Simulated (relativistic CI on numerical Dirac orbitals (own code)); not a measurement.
**What each ingredient does to the levels of Os³⁴⁺**

Base calculation: Dirac-Coulomb-Breit CI, orbitals from a KLI potential per configuration, model QED (radiative potential, 1s self-energy scaled to tabulated hydrogen-like ionisation energies), unscaled Slater integrals.

Configurations in the expansion (outside the closed core [Ar] 3d10): 4s2.4p6.4d6, 4s2.4p6.4d5.4f, 4s2.4p5.4d7, 4s2.4p4.4d8, 4s.4p6.4d7, 4p6.4d8, 4s.4p6.4d6.4f, 4s.4p5.4d8, 4s2.4p6.4d5.5s, 4s2.4p6.4d5.5d, 4s2.4p4.4d7.5s, 4s2.4p6.4d4.5s2, 4s2.4p6.4d5.6s, 4s.4p6.4d6.5s, 4p6.4d7.5s, 4s.4p6.4d5.5s2. Levels of other configurations are missing.

The lowest level and the first level of each name with at least 55 % of one term (blank where a level has no safe partner in the second run):

```
            Level  Base (cm⁻¹)  Shift (cm⁻¹)
 4s2.4p6.4d6 3F_4            0             0
 4s2.4p6.4d6 5D_3       135821         -1774
 4s2.4p6.4d6 3G_5       176099         -3649
 4s2.4p6.4d6 3H_6       179360         -5534
 4s2.4p6.4d6 3P_1       237960         +3793
 4s2.4p6.4d6 5D_2       293779          +352
 4s2.4p6.4d6 5D_0       303934          +747
 4s2.4p6.4d6 3H_5       335986         -4300
 4s2.4p6.4d6 1I_6       352075         -6238
 4s2.4p6.4d6 1D_2       482572         +7381
 4s2.4p6.4d6 1S_0       531424        +10145
4s2.4p5.4d7 5G°_6      1478352              
4s2.4p5.4d7 3P°_0      1507976              
4s2.4p5.4d7 5G°_5      1635604
```

At this charge energies of transitions that change n are usually good to better than 1 %, and those within a shell (Δn = 0) to a few per cent. Terms inside the open d or f shell come out 10 to 20 % too wide with unscaled integrals.

**Question.** One thing was changed in a second run, which moved the levels as shown. Which?
A. one mean potential for all configurations
B. QED terms removed
C. only the first configuration
D. Breit term removed

**Answer.** C. Only the first configuration. With fewer configurations the levels that remain lose their mixing partners.

LS names give the leading component of a level, which can be under half, so a name can repeat, a term be missing and a line seem to break the LS rules.
